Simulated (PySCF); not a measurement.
# Antimony: a sound run and one with changed settings

Sound run: Sb [Kr] 4d10 5s2 5p3, Sb⁺ [Kr] 4d10 5s2 5p2. Calculation: PySCF 2.14, in cc-pVTZ-PP with ECP28MDF; scalar relativity through the core potential. The sound run starts from symmetry-adapted Hartree-Fock orbitals and uses a fine grid where one is needed.

Changed run: radial step 1.2 in ln r (0.13 in the sound run). This setting is unsound on purpose.

| species | method | sound run (hartree) | changed run (hartree) | converged |
| --- | --- | --- | --- | --- |
| Sb | UHF | -239.27776 | -239.27776 | yes |
| Sb | M06-2X | -240.15412 | -236.55761 | yes |
| Sb | PBE | -240.20715 | -232.89242 | yes |
| Sb⁺ | UHF | -238.96184 | -238.96184 | yes |
| Sb⁺ | M06-2X | -239.82403 | -236.26229 | yes |
| Sb⁺ | PBE | -239.87751 | -232.51263 | yes |

Ionisation energy of Sb:

```
method  sound run (eV)  changed run (eV)
   UHF           8.597             8.597
M06-2X           8.982             8.036
   PBE           8.970            10.334
```

A coarse radial grid mis-integrates the density and the exchange-correlation energy, with errors of either sign; Hartree-Fock needs no grid.

For comparison, NIST gives 8.608 eV between the lowest levels.
